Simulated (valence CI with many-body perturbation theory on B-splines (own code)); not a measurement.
Al I: calculation against measured levels

Level of theory: configuration interaction combined with many-body perturbation theory (CI+MBPT): three valence electrons over a frozen Dirac-Fock core [Ne], radial functions for each j: 11 s, 11 p, 9 d, 7 f, 5 g, 2 h, 1 i, with the one-electron correlation potential Σ1, the two-electron term Σ2, the three-electron term Σ3, Breit, model QED; selected CI, second order for the rest (own B-spline code, finite nucleus).

Set against measurement, 21 paired levels are off by 47 cm⁻¹ on average, the worst by 85.

Measured levels: NIST Handbook of Basic Atomic Spectroscopic Data (Sansonetti and Martin, J. Phys. Chem. Ref. Data 34, 1559 (2005)). Pairs share parity and J, and are chosen by configuration, term and nearness in energy; levels without a clear partner are left out. Energies in cm⁻¹ above the measured ground level. The last column is blank where CI alone has no clear partner.

Names give the largest LS component (configuration and term), which can be under half, so a name can repeat, a term be missing and a line seem to break the LS rules; names also repeat where a configuration has a term twice. Letters in brackets count levels of one name in rising energy.

```
   Computed label  Label in the source  Measured  Computed  Difference  CI alone, difference
   3s2.3p 2P°_1/2       3s2(1S) 3p 2P°         0       0.0           0                     0
   3s2.3p 2P°_3/2       3s2(1S) 3p 2P°     112.1     111.6           0                     0
    3s2.4s 2S_1/2        3s2(1S) 4s 2S   25347.8   25402.8         +55                  +112
    3s.3p2 4P_1/2            3s 3p2 4P   29020.4   28935.2         -85                 -1025
    3s.3p2 4P_3/2            3s 3p2 4P   29067.0   28982.1         -85                 -1025
    3s.3p2 4P_5/2            3s 3p2 4P   29142.8   29057.9         -85                 -1024
    3s2.3d 2D_3/2        3s2(1S) 3d 2D   32435.5   32448.9         +13                  -312
    3s2.3d 2D_5/2        3s2(1S) 3d 2D   32436.8   32450.3         +14                  -311
   3s2.4p 2P°_1/2       3s2(1S) 4p 2P°   32949.8   32988.4         +39                   +16
   3s2.4p 2P°_3/2       3s2(1S) 4p 2P°   32965.6   33004.2         +39                   +17
    3s2.5s 2S_1/2        3s2(1S) 5s 2S   37689.4   37724.5         +35                   +37
3s2.4d 2D_3/2 [a]      3s2(1S) 4d y 2D   38929.4   38970.0         +41                  -203
3s2.4d 2D_5/2 [a]      3s2(1S) 4d y 2D   38934.0   38974.3         +40                  -202
   3s2.5p 2P°_1/2       3s2(1S) 5p 2P°   40272.0   40298.8         +27                    +8
   3s2.5p 2P°_3/2       3s2(1S) 5p 2P°   40277.9   40304.7         +27                    +9
   3s2.4f 2F°_5/2       3s2(1S) 4f 2F°   41319.4   41378.8         +59                   +13
   3s2.4f 2F°_7/2       3s2(1S) 4f 2F°   41319.4   41378.7         +59                   +13
    3s2.6s 2S_1/2        3s2(1S) 6s 2S   42144.4   42186.2         +42                   +19
3s2.4d 2D_3/2 [b]        3s2(1S) 4d 2D   42233.7   42315.9         +82                   -64
3s2.4d 2D_5/2 [b]        3s2(1S) 4d 2D   42237.8   42320.0         +82                   -64
   3s2.6p 2P°_1/2       3s2(1S) 6p 2P°   43335.0   43374.6         +40                    +8
   3s2.6p 2P°_3/2       3s2(1S) 6p 2P°   43337.9   43377.5         +40                    +9
```

Over 21 excited levels the mean absolute difference is 47 cm⁻¹, the median 40 and the largest 85. For the 21 levels that pair on every rung the mean is CI alone 214, + Σ1 460, + Σ2 55, + Σ3 48, + Breit 43, + QED 47. The comparison draws on a selection of the measured levels: 22 of the 22 computed ones have a partner in it, and others may be off by more.

Rates against NIST Handbook of Basic Atomic Spectroscopic Data (Sansonetti and Martin, J. Phys. Chem. Ref. Data 34, 1559 (2005)):

```tsv
λ vac, measured (nm)	Upper	Lower	A computed (s⁻¹)	A tabulated (s⁻¹)
236.78	3s2.4d 2D_3/2 [b]	3s2.3p 2P°_1/2	7.90e+07	6.28e+07
237.38	3s2.4d 2D_5/2 [b]	3s2.3p 2P°_3/2	9.34e+07	7.48e+07
257.59	3s2.4d 2D_5/2 [a]	3s2.3p 2P°_3/2	2.85e+07	2.26e+07
308.30	3s2.3d 2D_3/2	3s2.3p 2P°_1/2	6.35e+07	6.22e+07
309.36	3s2.3d 2D_5/2	3s2.3p 2P°_3/2	7.64e+07	7.38e+07
309.37	3s2.3d 2D_3/2	3s2.3p 2P°_3/2	1.28e+07	1.23e+07
394.51	3s2.4s 2S_1/2	3s2.3p 2P°_1/2	5.02e+07	4.98e+07
396.26	3s2.4s 2S_1/2	3s2.3p 2P°_3/2	9.99e+07	9.82e+07
```
